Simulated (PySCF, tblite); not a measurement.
Isomers of C5H9PSSi, one GFN2-xTB conformer each. Single-point energies are computed at PBE0/pcSseg-1 (PySCF, gas phase, no added dispersion term), electronic only.

```tsv
SMILES	GFN2-xTB relative energy (kcal/mol)
CC(=S)C#C[Si@@H](C)P	48.8
CC1=C[P@H](=S)C=C1[SiH3]	0.0
[SiH3][C@H]1C=C[P@H](=S)C=C1	1.7
```

Conformers: `[CH3:1][C:2](=[S:3])[C:4]#[C:5][Si@@H:6]([CH3:7])[PH2:8]` with C5–Si6–P8–H -46° and 46°; `[SiH3:1][C@H:2]1[CH:3]=[CH:4][P@H:5](=[S:6])[CH:7]=[CH:8]1` with Si1–C2–C3–C4 90°, C3–C4–P5–S6 142°, C4–P5–C7–C8 -15°, Si1–C2–C8–C7 -89°.

Q: What does PBE0/pcSseg-1 give for the same structures?

A: 
```tsv
SMILES	PBE0/pcSseg-1 E (Eh)	PBE0/pcSseg-1 (kcal/mol)	GFN2-xTB (kcal/mol)	point group
CC1=C[P@H](=S)C=C1[SiH3]	-1224.26395	0.0	0.0	C1
[SiH3][C@H]1C=C[P@H](=S)C=C1	-1224.26161	1.5	1.7	Cs
CC(=S)C#C[Si@@H](C)P	-1224.23355	19.1	48.8	C1
```

Both levels put the same isomer lowest; measured from each level's own lowest isomer, the values differ by up to 29.7 kcal/mol (CC(=S)C#C[Si@@H](C)P: 48.8 against 19.1). As drawn, the lowest has a C=C bond outside aromatic rings, which the highest lacks; the highest has a C≡C bond and a C=S bond, which the lowest lacks. Neighbours under 2.5 kcal/mol apart (CC1=C[P@H](=S)C=C1[SiH3] and [SiH3][C@H]1C=C[P@H](=S)C=C1) can change places with a better method, another conformer or zero-point energy.

Q: Which frontier levels, dipoles and rotational constants go with these structures?

A: 
| SMILES | HOMO (eV, PBE0/pcSseg-1) | LUMO (eV) | dipole (D) | A, B, C (MHz) |
| --- | --- | --- | --- | --- |
| CC1=C[P@H](=S)C=C1[SiH3] | -6.53 | -2.28 | 4.97 | 2366, 701.5, 585.3 |
| [SiH3][C@H]1C=C[P@H](=S)C=C1 | -6.35 | -1.02 | 6.22 | 2969, 689.9, 651.3 |
| CC(=S)C#C[Si@@H](C)P | -6.56 | -2.88 | 2.20 | 1977, 443.1, 420.4 |

Q: What happens when harmonic zero-point energies from GFN2-xTB frequencies are added?

A: 
| SMILES | ZPE (kcal/mol) | electronic (kcal/mol) | with ZPE (kcal/mol) |
| --- | --- | --- | --- |
| CC1=C[P@H](=S)C=C1[SiH3] | 72.8 | 0.0 | 0.0 |
| [SiH3][C@H]1C=C[P@H](=S)C=C1 | 73.3 | 1.5 | 1.9 |
| CC(=S)C#C[Si@@H](C)P | 72.6 | 19.1 | 18.8 |

The zero-point energies span 0.7 kcal/mol. The order is unchanged.
